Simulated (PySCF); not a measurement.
C6H15NSi.
Numbering: `[CH3:1][CH2:2][CH2:3][N:4]1[CH2:5][CH2:6][CH2:7][SiH2:8]1`

Structure used (GFN2-xTB), in Å, numbered top down from 1:
```
atom  x, y, z in Å
C1    -2.3051    0.4880   -1.1891
C2    -2.2964   -0.0246    0.2442
C3    -1.1614   -1.0304    0.4816
N4     0.1469   -0.4830    0.2522
C5     0.7058    0.3668    1.2845
C6     1.9008    1.0958    0.6767
C7     2.6448    0.1076   -0.2185
Si8    1.2445   -0.9178   -0.9869
H9    -1.3646    0.9839   -1.4141
H10   -3.1172    1.1962   -1.3384
H11   -2.4309   -0.3365   -1.8877
H12   -3.2444   -0.5171    0.4702
H13   -2.1886    0.8168    0.9314
H14   -1.2296   -1.4120    1.5103
H15   -1.2928   -1.8738   -0.2003
H16   -0.0448    1.0804    1.6395
H17    1.0229   -0.2401    2.1467
H18    2.5399    1.5120    1.4578
H19    1.5309    1.9203    0.0638
H20    3.2734    0.6269   -0.9371
H21    3.2986   -0.5240    0.3824
H22    0.8147   -0.4539   -2.3138
H23    1.5477   -2.3547   -1.0452
```

NICS = −σ at a ghost point: NICS(0) at the centroid of the ring atoms, NICS(1) 1 Å to either side along the normal of their mean plane, zz for the tensor component along that normal. Level: GIAO PBE0/pcSseg-1 (PySCF, non-relativistic, gas phase) on the GFN2-xTB geometry, one conformer.

Ring bond lengths (Å), with Mayer bond orders in brackets: N4–C5 1.449 (0.93), C5–C6 1.526 (1.03), C6–C7 1.527 (1.03), C7–Si8 1.898 (0.91), Si8–N4 1.711 (0.97).

Give the NICS values of each ring in ppm.

| ring | type | NICS(0) | NICS(1), two faces | NICS(1)zz, two faces | rms pucker (Å) | centre to ring atoms, mean (Å) |
| --- | --- | --- | --- | --- | --- | --- |
| N4–C5–C6–C7–Si8 | 5-membered ring with N and Si; formal bonds all single | -6.4 | -2.9 / -3.5 | -2.0 / -2.1 | 0.17 | 1.36 |

What do they say, and how far can they be read as aromaticity?

- N4–C5–C6–C7–Si8: mean NICS(1)zz -2.1 ppm, near zero. C5, C6, C7, Si8 have four or more neighbours, so the value isn't read as a sign of a π ring current.

What field does 9.4 T along the ring normal induce along that normal at the first NICS(1) probe listed for ring N4–C5–C6–C7–Si8, 1 Å off the ring?

NICSzz × B0 = -2.0 ppm × 9.4 T = -19 μT, against the applied field.
